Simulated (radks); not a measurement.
The numbers below are computed, except where a source is named.
Numerical settings for neutral ruthenium, [Kr] 4d7 5s1. Code: a radial shooting solver on a logarithmic mesh with Libxc functionals. Model: non-relativistic Kohn-Sham, PBEsol, spin-polarised, spherical densities, point nucleus; open shells are filled with parallel spins first (spin-orbit coupling, left out, can overturn this in heavy ions); relativity is left out, which matters for an element this heavy. The defaults (mesh step 0.008 in ln r, mesh end at 40 bohr or more with all orbitals vanishing there, Anderson mixing 0.5 over 9 steps, residual threshold near 1e-9 with the energy settled to 1e-9 hartree or 1e-11 of itself, here a cap of 59 iterations) give E = -4441.0358 hartree and 4d at -4.190 eV in 13 iterations. Run on one thread of a shared host, so times are rough (Arm Neoverse N1): 0.23 s of CPU time, 0.23 s wall, 13 iterations on 2725 mesh points. Changes against that run (0 stands for a change within the tolerance of the run):

setting                    iterations  converged  E (mhartree)  e(4d) (meV)  CPU (s)
mesh step in ln r 0.02             13        yes             0            0     0.11
mesh step in ln r 0.08              2         no      diverged            -     0.03
mesh step in ln r 0.03             13        yes     +0.000926            0     0.08
mesh end (bohr) 20                 13        yes             0            0     0.22
mesh end (bohr) 400                13        yes             0            0     0.23
residual threshold 0.01             8        yes             0       +0.992     0.17
residual threshold 0.001            8        yes             0       +0.992     0.17
mixing 1                           12        yes             0            0     0.22
linear mixing, mixing 0.2          59         no             0     -0.00631     0.72
linear mixing, mixing 0.8          59         no     +3.61e+03    -5.45e+04      1.5
mixing history 3                   16        yes             0            0     0.26
iteration cap 5                     5         no      +0.00256        +5.87      0.1

No run marked as converged misses the energy by more than 1 mhartree. A mesh that ends early acts as a hard wall.
